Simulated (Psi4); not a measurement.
Psi4 input (wB97X-D/6-311+G**):

```
memory 1500 MB

molecule {
-1 1
C    -0.70135988    0.09443554    0.00755393
N     0.53274901   -0.32205473   -0.03424666
H    -0.76010881    1.24268472    0.13805788
H     1.23902506    0.44508517    0.05634518
symmetry c1
no_reorient
no_com
}

set {
  basis 6-311+G**
  reference rks
  scf_type pk
  dft_radial_points 99
  dft_spherical_points 590
  e_convergence 1e-8
  d_convergence 1e-7
  maxiter 150
}

e = energy('wb97x-d')
print_out(f'\nFINAL {e:.10f} DIPOLE {variable("CURRENT DIPOLE")[0]:.6f} {variable("CURRENT DIPOLE")[1]:.6f} {variable("CURRENT DIPOLE")[2]:.6f}\n')
```

From the last part of the output:

```
      33A      1.605035    34A      1.730250    35A      1.808847
      36A      1.852304    37A      2.105180    38A      2.144634
      39A      2.240216    40A      2.325563    41A      2.660436
      42A      2.689543    43A      2.783907    44A      2.788444
      45A      2.887532    46A      2.977895    47A      3.119896
      48A      3.174182    49A      3.348048    50A      3.445058
      51A      3.898611    52A      4.207910    53A      4.543372
      54A      5.113221    55A     24.153867    56A     35.912503

    Final Occupation by Irrep:
              A
    DOCC [     8 ]
    NA   [     8 ]
    NB   [     8 ]

  @RKS Final Energy:   -93.96324663782538

   => Energetics <=

    Nuclear Repulsion Energy =             27.0117770588811759
    One-Electron Energy =                -183.8081661590941280
    Two-Electron Energy =                  71.8465240706714354
    DFT Exchange-Correlation Energy =      -9.0131352800247733
    Empirical Dispersion Energy =          -0.0002463282590844
    VV10 Nonlocal Energy =                  0.0000000000000000
    Total Energy =                        -93.9632466378253781

Computation Completed

Properties will be evaluated at   0.000000,   0.000000,   0.000000 [a0]

Properties computed using the SCF density matrix

 Multipole Moments:

 ------------------------------------------------------------------------------------
     Multipole            Electronic (a.u.)      Nuclear  (a.u.)        Total (a.u.)
 ------------------------------------------------------------------------------------

 L = 1.  Multiply by 2.5417464519 to convert [e a0] to [Debye]
 Dipole X            :          1.1576369            0.0000001            1.1576370
 Dipole Y            :          1.0499688            0.0000000            1.0499688
 Dipole Z            :          0.1248628            0.0000000            0.1248628
 Magnitude           :                                                    1.5678484

 ------------------------------------------------------------------------------------

FINAL -93.9632466378 DIPOLE 1.157637 1.049969 0.124863

*** Psi4 exiting successfully. Buy a developer a beer!
```

The dipole moment of an ion depends on the origin.

The geometry given is a B3LYP-D3(BJ)/def2-TZVP minimum.
